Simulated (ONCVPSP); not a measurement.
**Potentials for molybdenum (Mo) compared**

Generated with ld1.x 7.5 (TM, RRKJ, ultrasoft, PAW), atompaw 4.2 or ONCVPSP 4.0.1. The cutoff is in Ry: for ld1.x and atompaw files where the sum of valence levels is converged to 10 mRy in a Bessel basis, for ONCV files where the hardest occupied wave has 1 mHa per electron of residual kinetic energy. The error is the largest all-electron minus pseudo excitation energy over each file’s own four to seven test configurations (ionisations up to +4, promotions, holes and added fractions of an electron), all of which were solved. The labels leave out finer settings (local radius, basis sizes, second energies), which also bear on the numbers. Spin-polarised tests are not counted. The rows are a selection from randomly drawn settings: files with unsolved tests, undetermined cutoffs or missed reference levels are left out.

A true bound ghost makes a file unfit for plane-wave use even where its test errors are small: the radial tests pick states by their node count and pass the ghost by.

```tsv
potential	cutoff (Ry)	largest error (meV)	bound ghosts
ONCV, PBE, scalar-relativistic, rc 2.90/2.45/2.20 (spd), local smoothed, core correction yes, reference 4d5 5s1, qcut 2.6/3.9/7.2, projectors 2/2/1	33	-329	s, p
ONCV, PBEsol, fully relativistic, rc 2.15/2.20/2.10 (spd), local smoothed, core correction no, reference 4s2 4p6 4d5 5s0.5 5p0.5, qcut 5.7/5.6/8.4, projectors 3/2/3	38	-17	none
ONCV, PBE, scalar-relativistic, rc 1.80/2.40/1.60 (spd), local smoothed, core correction no, reference 4s2 4p6 4d5 5s0.5 5p0.5, qcut 8.8/6.2/6.6, projectors 3/3/2	40	-41	none
ONCV, LDA (Perdew-Wang 92), fully relativistic, rc 1.85/1.65/2.15 (spd), local smoothed, core correction yes, reference 4s2 4p6 4d5 5s1, qcut 8.2/9/6.4, projectors 2/2/2	46	+25	none
ONCV, PBEsol, scalar-relativistic, rc 1.25/2.20/1.60 (spd), local smoothed, core correction no, reference 4s2 4p6 4d5 5p1, qcut 6.7/5.6/7.2, projectors 2/2/2	77	-0.9	none
ONCV, PBE, fully relativistic, rc 2.15/1.85/1.95 (spd), local smoothed, core correction yes, reference 4s2 4p6 4d5 5s0.5, qcut 6.5/8.3/9.2, projectors 2/2/1	42	+1.3	none
```

Fill in the row for Mo: ONCV, BLYP, scalar-relativistic, rc 2.15/1.70/1.80/1.85 (spdf), local smoothed, core correction yes, reference 4s2 4p6 4d5 5s1, qcut 6.1/9.8/4.8/6.9, projectors 2/1/2/2.

cutoff 135 Ry, largest error +18 meV, bound ghosts: none.
